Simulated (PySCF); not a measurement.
**HgB at r²SCAN**

Level: r²SCAN. PySCF, scalar-relativistic core potentials, basis sets Hg cc-pVDZ-PP with ECP60, B cc-pVDZ.

* state: ²Π (doublet), unpaired electrons π ↑
* bond length: 2.293 Å
* harmonic wavenumber: 300 cm⁻¹
* force constant: 0.554 mdyn/Å
* rotational constant Be: 0.3071 cm⁻¹
* anharmonicity ωexe: 5.76 cm⁻¹
* vibration–rotation constant αe: 0.00632 cm⁻¹
* well depth De to Hg + B: 0.48 eV
* dissociation energy D0: 0.46 eV
* bond order (Mayer): 1.08
* dipole moment (positive dipole means Hg(−)B(+)): -1.32 D

These are scalar-relativistic numbers at best; spin–orbit coupling would shift them, the dissociation energy most. The state was picked by a PBE0 search and need not be the measured ground state.
